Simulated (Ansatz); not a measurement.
C2H5FSe, SMILES `C[Se]CF`, relaxed with RKS PBE-D4/def2-SVP in the Gaussian-basis code of Ansatz from a rough embedded geometry. The force threshold is 0.03 eV/Å; the program also tests the step.

Total charge 0; spin multiplicity 1.

Start:

```xyz
9

C     1.195    0.006    0.660
Se   -0.364    1.068    0.760
C    -1.215    0.034   -0.657
F    -1.501   -1.183   -0.193
H     2.000    0.375    1.395
H     1.702    0.091   -0.377
H     1.017   -1.038    0.883
H    -0.615    0.084   -1.542
H    -2.219    0.563   -0.930
```

```json
{"step": "1", "energy (eV)": "-70194.4446", "largest force (eV/Å)": "3.477", "largest move (Å)": "0.000"}
{"step": "2", "energy (eV)": "-70194.7191", "largest force (eV/Å)": "0.941", "largest move (Å)": "0.120"}
{"step": "3", "energy (eV)": "-70194.7593", "largest force (eV/Å)": "0.289", "largest move (Å)": "0.074"}
{"step": "4", "energy (eV)": "-70194.7690", "largest force (eV/Å)": "0.203", "largest move (Å)": "0.035"}
{"step": "5", "energy (eV)": "-70194.7701", "largest force (eV/Å)": "0.068", "largest move (Å)": "0.017"}
{"step": "6", "energy (eV)": "-70194.7704", "largest force (eV/Å)": "0.013", "largest move (Å)": "0.019"}
```

End:

```xyz
9

C     1.299    0.016    0.654
Se   -0.346    1.085    0.709
C    -1.292    0.050   -0.655
F    -1.597   -1.229   -0.241
H     1.957    0.384    1.463
H     1.813    0.132   -0.321
H     1.047   -1.045    0.836
H    -0.659   -0.008   -1.567
H    -2.223    0.614   -0.878
```

Hardware: 4 threads of an Arm Neoverse V1 on a shared host. Wall time 8 s, peak host memory 0.11 GiB.
